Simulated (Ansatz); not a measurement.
Species: sum formula SiH2I, charge 0, multiplicity 2. It need not be the lowest isomer of its formula. 
Coordinates optimised at B3LYP-D3(BJ)/def2-TZVP (Ansatz, an electronic-structure program):
```xyz
4

Si     1.5352    -1.0689     0.0586
I     -0.4626     0.3547    -0.0178
H      1.4701    -1.9119     1.2798
H      1.5547    -1.9240    -1.1557
```
Charge 0, spin multiplicity 2.

Basis-set convergence of Hartree-Fock and MP2 correlation energies (hartree) with Ansatz. Valence correlation only, unless marked. Open shells are spin-unrestricted. Spin-orbit coupling is left out. Frozen are the shells of the preceding noble gas and the d and f shells that filled before the atom's block. In def2 rows, elements after Kr have scalar-relativistic effective core potentials.

```json
[
 {"basis": "def2-SVP", "functions": "54", "E(HF)": "-586.65281", "E(corr, MP2)": "-0.18034"},
 {"basis": "def2-TZVPP", "functions": "120", "E(HF)": "-586.76672", "E(corr, MP2)": "-0.24188"},
 {"basis": "def2-QZVPP", "functions": "212", "E(HF)": "-586.77689", "E(corr, MP2)": "-0.26970"}
]
```

Extrapolating the two largest sets (X = 3 and 4) as X^-3: E(corr) = (64·(-0.26970) - 27·(-0.24188))/37 = -0.2900 Eh, an estimate of the basis-set limit. The largest set recovers 93.0 % of it, the smallest 62.2 %.
